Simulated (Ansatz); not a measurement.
Process, species as SMILES: [CH3][Ge]([CH3])([CH3])[CH3] -> [CH2][Ge]([CH3])([CH3])[CH3] + H atom (the C-H bond at the site shown breaks; other sites are not compared here)
Geometries: B3LYP-D3(BJ)/def2-TZVP minima from Ansatz (a first-principles code), one conformer each, not searched for the lowest. Frequencies are from Ansatz.

Quantity: bond dissociation energy (enthalpy at 298 K, with B3LYP-D3(BJ) rigid-rotor harmonic-oscillator terms), in kcal/mol. Valence correlation only, unless marked. UHF or UKS for open shells. No spin-orbit coupling. The frozen core is the preceding noble-gas configuration, with the filled d and f shells of earlier blocks. Non-relativistic. Basis-set limits of correlation are two-point, X^-3; Hartree-Fock from the larger set. The bracket is a focal-point correction in the basis named.

| level | program | bond dissociation energy (kcal/mol) |
|---|---|---|
| B3LYP/def2-TZVPD | Ansatz | … |
| PBE0/def2-TZVP | Ansatz | 98.6 |
| BHLYP/def2-TZVPD | Ansatz | 98.3 |
| r2SCAN0/def2-TZVPD | Ansatz | … |
| HSE06-D4/def2-TZVPD | Ansatz + dftd4 | 99.0 |
| LC-wPBE/def2-TZVPD | Ansatz | 98.3 |
| B2GP-PLYP-D4/def2-TZVPD | Ansatz + dftd4 | … |
| SCS-MP2/6-31G* | Ansatz | 94.2 |
| RI-MP2/CBS(cc-pVTZ,cc-pVQZ)+[CCSD(T)-MP2]/cc-pVTZ | Ansatz | 102.7 |

**Question.** Fill in the missing entries.

**Answer.** 
- B3LYP/def2-TZVPD, bond dissociation energy (kcal/mol): 99.8
- r2SCAN0/def2-TZVPD, bond dissociation energy (kcal/mol): 97.1
- B2GP-PLYP-D4/def2-TZVPD, bond dissociation energy (kcal/mol): 100.0
